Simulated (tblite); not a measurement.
Species: C₃H₁₀NSi₂ (doublet state).
SMILES with atom numbers: `[CH3:1][Si@H:2]1[CH2:3][CH2:4][SiH:5][NH:6]1` (hydrogens: H7, H8, H9 on C1; H10 on Si2; H11, H12 on C3; H13, H14 on C4; H15 on Si5; H16 on N6)

Computed with GFN2-xTB (tblite), gas phase: L-BFGS steps from a force-field or distance-geometry start until the largest atomic force falls under 0.01 eV/Å.

Step 13: E = -486.0959 eV
```
atom  x, y, z in Å  |  force x, y, z in eV/Å
C1      2.3841   -0.3891   -0.0048    0.265  -0.042   0.041
Si2     0.6975    0.3171   -0.4826   -0.259  -0.097  -0.014
C3     -0.7241   -0.9476   -0.3471   -0.231  -0.035   0.075
C4     -2.0254   -0.1333   -0.3171    0.089   0.058  -0.022
Si5    -1.6682    1.1154    1.0745   -0.098   0.063  -0.070
N6     -0.0530    1.5069    0.5329   -0.050  -0.271   0.107
H7      2.3598   -1.0788    0.8302   -0.154  -0.053   0.064
H8      2.7817   -0.9247   -0.8561   -0.033  -0.202  -0.145
H9      3.1384    0.3508    0.2307   -0.140   0.311   0.066
H10     0.7404    0.8842   -1.8306    0.115   0.048  -0.225
H11    -0.7678   -1.7113   -1.1266    0.124   0.099  -0.006
H12    -0.6445   -1.4668    0.6109    0.093  -0.199  -0.079
H13    -2.0939    0.4167   -1.2549   -0.172  -0.042  -0.117
H14    -2.9310   -0.7509   -0.2326    0.336   0.117   0.141
H15    -1.5988    0.4543    2.3900   -0.028   0.065   0.067
H16     0.3971    2.3660    0.7719    0.143   0.178   0.116
```

Step 14: E = -486.1112 eV
```
atom  x, y, z in Å  |  force x, y, z in eV/Å
C1      2.3924   -0.3862    0.0007    0.229  -0.055   0.025
Si2     0.6959    0.3080   -0.4926   -0.060  -0.088   0.191
C3     -0.7313   -0.9424   -0.3703   -0.238  -0.144   0.119
C4     -2.0359   -0.1389   -0.3050    0.058  -0.004  -0.148
Si5    -1.6777    1.1270    1.0648   -0.057   0.057  -0.016
N6     -0.0667    1.5036    0.5063    0.315   0.398   0.386
H7      2.3757   -1.0752    0.8394   -0.162   0.009   0.006
H8      2.7927   -0.9246   -0.8509   -0.051  -0.156  -0.076
H9      3.1449    0.3621    0.2318   -0.237   0.232   0.038
H10     0.7798    0.8776   -1.8256    0.091   0.128  -0.418
H11    -0.7793   -1.6973   -1.1560    0.094   0.097  -0.083
H12    -0.6467   -1.4814    0.5724    0.133  -0.232   0.057
H13    -2.1394    0.3956   -1.2469   -0.155   0.035  -0.152
H14    -2.9268   -0.7723   -0.2011    0.278   0.109   0.178
H15    -1.6035    0.5116    2.4033   -0.044   0.052   0.035
H16     0.4182    2.3415    0.8184   -0.195  -0.436  -0.141
```

Step 15: E = -486.1321 eV
```
atom  x, y, z in Å  |  force x, y, z in eV/Å
C1      2.3954   -0.3879   -0.0004    0.086  -0.018  -0.011
Si2     0.6905    0.3024   -0.4944    0.132   0.022   0.235
C3     -0.7360   -0.9419   -0.3752   -0.087  -0.137   0.114
C4     -2.0327   -0.1367   -0.3035    0.006  -0.012  -0.145
Si5    -1.6793    1.1317    1.0618    0.031   0.098  -0.015
N6     -0.0611    1.5027    0.5125    0.049  -0.028   0.218
H7      2.3685   -1.0747    0.8421   -0.090   0.059  -0.043
H8      2.7951   -0.9297   -0.8535   -0.049  -0.086   0.028
H9      3.1352    0.3760    0.2306   -0.253   0.098   0.019
H10     0.7915    0.8735   -1.8265    0.061   0.127  -0.401
H11    -0.7751   -1.6919   -1.1634    0.038   0.060  -0.137
H12    -0.6480   -1.4860    0.5614    0.126  -0.264   0.136
H13    -2.1487    0.3885   -1.2470   -0.152   0.079  -0.194
H14    -2.9139   -0.7732   -0.1863    0.119   0.048   0.177
H15    -1.6060    0.5252    2.4035   -0.053   0.044   0.045
H16     0.4170    2.3305    0.8268    0.037  -0.091  -0.028
```

Step 16: E = -486.1535 eV
```
atom  x, y, z in Å  |  force x, y, z in eV/Å
C1      2.4024   -0.3894    0.0004   -0.114   0.022  -0.046
Si2     0.6879    0.2940   -0.4947    0.264   0.162   0.100
C3     -0.7447   -0.9436   -0.3866    0.157  -0.088   0.077
C4     -2.0335   -0.1376   -0.3016   -0.040   0.010  -0.113
Si5    -1.6837    1.1419    1.0537    0.083   0.087   0.013
N6     -0.0591    1.4999    0.5144   -0.031  -0.244   0.106
H7      2.3647   -1.0715    0.8481   -0.002   0.105  -0.086
H8      2.8014   -0.9357   -0.8536   -0.037  -0.004   0.141
H9      3.1223    0.3962    0.2293   -0.236  -0.048   0.003
H10     0.8197    0.8696   -1.8341    0.002   0.061  -0.214
H11    -0.7748   -1.6796   -1.1873   -0.019   0.036  -0.140
H12    -0.6478   -1.5006    0.5404    0.088  -0.274   0.163
H13    -2.1776    0.3760   -1.2478   -0.127   0.068  -0.177
H14    -2.8982   -0.7821   -0.1540   -0.063  -0.001   0.155
H15    -1.6116    0.5621    2.4095   -0.072   0.043   0.008
H16     0.4249    2.3091    0.8525    0.147   0.064   0.009
```

Q: Estimate the geometry and energy of step 17. (The exact step hangs on the optimiser's Hessian estimate; all steps are aligned on step 16, rigid shifts and turns removed.)

A: E = -486.1698 eV, largest force 0.312 eV/Å
```
atom  x, y, z in Å  |  force x, y, z in eV/Å
C1      2.4069   -0.3897    0.0011   -0.234   0.045  -0.058
Si2     0.6907    0.2890   -0.4947    0.227   0.200  -0.076
C3     -0.7495   -0.9458   -0.3993    0.284  -0.029   0.051
C4     -2.0364   -0.1393   -0.3000   -0.044   0.008  -0.074
Si5    -1.6867    1.1542    1.0457    0.073   0.023   0.004
N6     -0.0580    1.4944    0.5144    0.034  -0.226   0.086
H7      2.3634   -1.0656    0.8525    0.050   0.104  -0.067
H8      2.8083   -0.9403   -0.8497   -0.018   0.043   0.179
H9      3.1066    0.4137    0.2276   -0.161  -0.117   0.003
H10     0.8503    0.8653   -1.8425   -0.055   0.009  -0.044
H11    -0.7767   -1.6662   -1.2154   -0.047   0.047  -0.096
H12    -0.6471   -1.5195    0.5189    0.055  -0.232   0.109
H13    -2.2112    0.3629   -1.2499   -0.089   0.011  -0.092
H14    -2.8854   -0.7934   -0.1176   -0.145   0.009   0.112
H15    -1.6187    0.6040    2.4161   -0.086   0.041  -0.027
H16     0.4359    2.2852    0.8815    0.156   0.066  -0.011
```

The energy changes by -0.0163 eV. The first-order estimate −F·Δx gives -0.0223 eV and the mean of the old and new forces, exact on a quadratic surface, -0.0163 eV. The step makes an angle of 74° with the force vector and moves no atom by more than 0.043 Å.

Hardware: an Arm Neoverse V2 with one thread, no GPU, shared host with 96 logical CPUs at a one-minute load of 61.
